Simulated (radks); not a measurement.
Task: Valence configurations of the osmium ion Os+ (all share [Xe]). All-electron calculation, scalar-relativistic Kohn-Sham, SCAN, spin-polarised, spherical densities, finite nucleus; open shells are filled with parallel spins first (spin-orbit coupling, left out, can overturn this in heavy ions); meta-GGA in the generalised Kohn-Sham scheme; Fermi nuclear charge, rms radius 5.4126 fm. Program: a radial shooting solver on a logarithmic mesh with Libxc functionals. Order these by energy: 4f12.5 5d7.5 6s1; 4f14 5d7; 4f12.5 5d6.5 6s2; 4f14 5d6 6s1; 4f13.5 5d6.5 6p1; 4f13 5d6 6s2; 4f14 5d6 6p1; 4f14 5d4 6s1 6p2; 4f13.5 5d6.5 6s1.

Result: From the lowest, in eV above it: 4f14 5d6 6s1 0.000; 4f14 5d7 2.103; 4f14 5d6 6p1 6.801; 4f14 5d4 6s1 6p2 15.331; 4f13.5 5d6.5 6s1 25.084; 4f13.5 5d6.5 6p1 31.946; 4f13 5d6 6s2 54.036; 4f12.5 5d7.5 6s1 81.199; 4f12.5 5d6.5 6s2 83.726. NIST lists [Xe] 4f14 5d6 6s1 as the ground configuration; this level of theory agrees among the configurations tried. The energies are those of spherical high-spin densities, not of single terms. No valid solution was reached for [Xe] 4f14 5d5 6s2.
